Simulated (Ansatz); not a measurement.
Consider the ligand exchange at the Si–O bond: `O[SiH](O)[O][AlH2]` + `S[SiH2]Cl` → `O[SiH](O)S[SiH2]Cl` + `[OH][AlH2]`.

Program: Ansatz. Geometries: PBE0-D4/def2-TZVP. ΔE: electronic, gas phase. CCSD(T)/CBS adds triple-zeta CCSD(T) − MP2 to the extrapolated MP2 energy (def2 sets, frozen cores). This one scheme is used for every species. One conformer a species, not always the lowest.

| species | CCSD/CBS(def2) energy (Eh) |
| --- | --- |
| `O[SiH](O)[O][AlH2]` | -759.80170 |
| `S[SiH2]Cl` | -1148.48706 |
| `O[SiH](O)S[SiH2]Cl` | -1589.24008 |
| `[OH][AlH2]` | -319.02121 |

Q: Work out ΔE.

A: ΔE = (-1589.24008) + (-319.02121) − (-759.80170) − (-1148.48706) = 0.02747 Eh = +17.2 kcal/mol. CCSD(T)/CBS gives +16.0 kcal/mol.

Largest T1 diagnostic among the species: 0.012.

From PBE to PBE0 (25 % exact exchange), in def2-TZVPP and without D4, ΔE moves by +1.6 kcal/mol. The D4 term adds −2.1 kcal/mol with B3LYP and −1.2 kcal/mol with PBE0; it sums over pairs of atoms, weighted by their polarisabilities, and B3LYP, whose exchange is more repulsive, gets the larger term. In def2-TZVPP, CCSD(T) changes the Hartree–Fock value by −6.0 kcal/mol (the triples alone add −1.3 kcal/mol) and MP2 by −7.4 kcal/mol.

B3LYP here is the variant with VWN-RPA as its local correlation; programs differ in this.
